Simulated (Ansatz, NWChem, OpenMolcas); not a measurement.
## Worked example: C2H5BrSi + C3H8 → C2H6Si + C3H7Br

Gas-phase species: C2H5BrSi `C=C[SiH2]Br`, singlet; C3H8 (propane) `CCC`, singlet; C2H6Si (vinylsilane) `C=C[SiH3]`, singlet; C3H7Br (1-bromopropane) `CCCBr`, singlet. The partners trade Br for H: Si–Br and C–H bonds give way to Si–H and C–Br.

Shapes, held fixed at every level: PBE0-D4/def2-TZVP. Flexible molecules stand in one conformer, not always the lowest. Programs: Ansatz 0.2.0, NWChem 7.3.0, OpenMolcas 26.06. A level may come from different programs for different species; with the same settings they agree closely. Electronic energies: no zero-point or thermal term.

At CCSD(T)/def2-TZVPP; 1 Eh = 2625.50 kJ/mol:

| species | energy (Eh) |
| --- | --- |
| C2H5BrSi | -2940.858206 |
| C3H8 | -118.915650 |
| C2H6Si | -368.694162 |
| C3H7Br | -2691.026243 |

Question: Work out ΔE of the reaction at this level.

Answer: 
1. Products less reactants: (-368.694162) + (-2691.026243) − [(-2940.858206) + (-118.915650)] = 0.053451 Eh = +140.3 kJ/mol.

Other levels give +140.7 (B3LYP/6-31G* (Cartesian functions)) to +147.2 kJ/mol (r2SCAN-D4/def2-TZVPP). No measured value is set beside it here. Relativity is left out for Br. Outer-core shells of Br are correlated, in sets that cover them unevenly.
